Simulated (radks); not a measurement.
Q: The mean radii <r> (bohr) of the occupied orbitals of an atom or ion are listed with their occupations. Calculated with a radial shooting solver on a logarithmic mesh with Libxc functionals: scalar-relativistic Kohn-Sham, XLYP, spin-polarised, spherical densities, finite nucleus; Fermi nuclear charge, rms radius of each element as measured or else 0.836 A^(1/3) + 0.57 fm.

| orbital | occ. | <r> |
|---|---|---|
| 1s down | 1 | 0.01744 |
| 1s up | 1 | 0.01744 |
| 2s up | 1 | 0.07362 |
| 2s down | 1 | 0.07362 |
| 2p up | 3 | 0.06624 |
| 2p down | 3 | 0.06624 |
| 3s up | 1 | 0.1902 |
| 3s down | 1 | 0.1900 |
| 3p up | 3 | 0.1910 |
| 3p down | 3 | 0.1907 |
| 3d up | 5 | 0.1730 |
| 3d down | 5 | 0.1727 |
| 4s up | 1 | 0.4096 |
| 4s down | 1 | 0.4101 |
| 4p up | 3 | 0.4299 |
| 4p down | 3 | 0.4307 |
| 4d up | 5 | 0.4420 |
| 4d down | 5 | 0.4432 |
| 4f up | 6 | 0.4344 |

Name the element and its charge. Open shells, if any, are filled with parallel spins first.

A: Z = 77, iridium, charge +25: Ir25+ in [Kr] 4d10 4f6. The 1s radius gives Z: for a bare nucleus <r> = (2 gamma + 1)/(2Z) with gamma = sqrt(1 - (Z/c)^2), 0.01724 bohr for Z = 77, and screening makes it slightly larger (0.01744 here). The occupations add up to 52, and the charge is Z minus that.
